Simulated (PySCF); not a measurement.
# What a mistake does to a calculation on BH7NSi2 cation

All numbers below are calculated, not measured. They come from PySCF 2.14.0, an open-source quantum chemistry program, on an isolated molecule that a program drew, which may never have been made. The molecule is BH7NSi2 cation (charge +1, singlet), drawn as the SMILES string `[SiH2+]NB[SiH3]`.

Each row is a Hartree-Fock (HF) and frozen-core CCSD(T) single point in the cc-pV(D+d)Z basis, meant for a local HF minimum. Run 1 is clean. Each other run has one planted mistake out of seven kinds, and not every kind appears here: one electron removed, one electron added, multiplicity raised by two, geometry at a saddle point, minimal basis STO-3G, one bond length entered in bohr, all coordinates scaled. The reference is restricted for singlets and unrestricted otherwise, and also for a bond in bohr. Adding or removing an electron swaps singlet and doublet. Electrons count all cores. HOMO and LUMO are orbital energies over both spins, the gradient is its largest component, and the lowest frequency (negative if imaginary) is given only where the gradient is small. Bond lengths are over the 10 bonds as drawn. T1 is the CCSD diagnostic: over 0.02 (restricted) or 0.045 (unrestricted) a single reference is doubtful.

Geometry of the clean run:
```xyz
11
BH7NSi2 cation, angstrom
Si    2.9891    1.3599    0.1994
N     1.9993    0.1125    0.6171
B     0.5368    0.2342    0.7790
Si   -0.6551   -1.3490    1.2990
H     2.4036    2.6731   -0.0284
H     4.4214    1.1164    0.0691
H     2.4069   -0.7970    0.7746
H     0.1204    1.3401    0.5773
H    -1.6340   -1.5548    0.2118
H     0.1921   -2.5524    1.4702
H    -1.3342   -1.0086    2.5660
```

| run | electrons | basis functions | <S^2> | HOMO (eV) | LUMO (eV) | gradient (hartree/bohr) | lowest frequency (cm^-1) | mean bond (Å) | longest bond (Å) | T1 | HF (hartree) | CCSD(T) (hartree) | mistake |
|---|---|---|---|---|---|---|---|---|---|---|---|---|---|
| 1 | 46 | 109 | 0.000 | -15.30 | -4.81 | 3.4e-05 | 76 | 1.4730 | 2.049 | 0.0148 | -660.85048 | -661.35509 | no fault |
| 2 | 47 | 109 | 0.768 | -6.36 | 2.20 | 7.7e-02 | - | 1.4730 | 2.049 | 0.0206 | -661.05519 | -661.57918 | one electron added |
| 3 | 46 | 109 | 2.119 | -11.27 | -6.56 | 7.6e-02 | - | 1.4730 | 2.049 | 0.0259 | -660.72060 | -661.22584 | multiplicity raised by two |
| 4 | 46 | 35 | 0.000 | -13.45 | -1.88 | 2.5e-02 | - | 1.4730 | 2.049 | 0.0199 | -653.24851 | -653.48119 | minimal basis STO-3G |
| 5 | 45 | 109 | 0.759 | -22.29 | -12.45 | 1.0e-01 | - | 1.4730 | 2.049 | 0.0176 | -660.34140 | -660.82025 | ? |
| 6 | 46 | 109 | 0.000 | -15.61 | -4.73 | 5.4e-02 | - | 1.3964 | 1.942 | 0.0133 | -660.81878 | -661.31612 | ? |

**Which mistake was planted in run 5, and what did it cost?**

It counts 45 electrons, one fewer than the clean run, at the same geometry and basis. So the mistake is: one electron removed. Subtracting run 1 and multiplying by 627.51 kcal/mol a hartree, the energy moved by 319.5 kcal/mol in HF and 335.6 kcal/mol in CCSD(T).

**Which mistake was planted in run 6, and what did it cost?**

The mean and the longest bond both change by the same factor, 0.948, and the gradient is no longer small. So the mistake is: all coordinates scaled. Subtracting run 1 and multiplying by 627.51 kcal/mol a hartree, the energy moved by 19.9 kcal/mol in HF and 24.5 kcal/mol in CCSD(T).

